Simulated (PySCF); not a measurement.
A run that did not reach its result, on `FB(F)C1=CCC1` (driver script around PySCF, density fitting, GFN2-xTB geometry as the base; each input is a line of settings and coordinates in Å).

Command:
```bash
OMP_NUM_THREADS=1 python probes_run.py task.json out
```
Input:
```
{"job": {"kind": "nmr", "xc": "OPBE", "basis": "aug-cc-pVDZ", "pop": true, "scf": {"max_cycle": 88}}, "charge": 0, "multiplicity": 3}
F      2.648067    -1.411396     0.534435
B      2.040181    -0.269465     0.255181
F      2.861966     0.761808     0.150912
C      0.520506    -0.156824     0.069571
C     -0.502669    -1.033009     0.122734
C     -1.558134    -0.020658    -0.183370
C     -0.401742     1.005404    -0.251322
H     -0.559064    -2.089432     0.314303
H     -2.281918     0.148540     0.612051
H     -2.093220    -0.178224    -1.118287
H     -0.241858     1.456021    -1.228204
H     -0.430917     1.786551     0.504876
```

Output:
```
NotImplementedError: this response code serves closed shells only; the SCF ended at -379.77471967 Eh with <S^2> = 2.0068
```

Hardware: one thread of an Arm Neoverse V1, shared host with 32 logical CPUs at a one-minute load of 18. Cost: 30 s of wall time, 0.52 GiB resident at most.

Problem. What went wrong, and what mends it?

Solution. Multiplicity 3 makes an open shell, and the driver's response routines handle closed shells alone; the run stopped after the SCF. Use an unrestricted response code, or restore the closed-shell charge and spin. The SCF energy in the message belongs to the altered spin state, and the message doesn't say whether it converged.

Shape of the structure used: `[F:1][B:2]([F:3])[C:4]1=[CH:5][CH2:6][CH2:7]1`: F1–B2–C4–C5 0°.
